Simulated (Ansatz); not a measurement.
CH₄AlO, charge +1, singlet, at a GFN2-xTB geometry (such geometries of metal compounds can be far from the true shape). Base run: BLYP/6-31G* (Ansatz, a quantum-chemistry and plane-wave program).

Geometry (Å):
```xyz
7

Al     0.0138    -0.0877     0.0594
C     -0.2396     1.5248    -1.0328
H     -0.9763     2.1768    -0.5464
H     -0.6009     1.2329    -2.0272
H      0.7189     2.0512    -1.1253
O      0.2215    -1.4091     0.9544
H      0.3453    -2.1968     1.4880
```
Charge +1, spin multiplicity 1.
All else is at Ansatz's defaults.
Base energy -357.88167 Eh.

Each row names what was changed in the base input (with any setting that the change needs).

| change | ΔE vs base (mEh) |
|---|---|
| base | 0.000 |
| point_charge = charge:0.5 position_ang:-3.0176, -4.6343, 1.7602 | 45.752 |
| lower_state_search = light | 0.000 |
| nuclear_model = gaussian | 0.137 |
| final_grid = 14, 28, 59 | 0.000 |
| final_grid = 6, 12, 29 | 0.002 |
| point_charge = charge:1.0 position_ang:-2.7759, 6.0192, 0.6575 | 79.852 |
| fitting.mean_field = cc-pVTZ-JKFIT | -0.029 |
| forces = on | 0.000 |
| final_grid = 10, 20, 41 | 0.000 |
| point_charge = charge:-1.0 position_ang:-4.4639, -2.3438, 3.1242 | -88.125 |
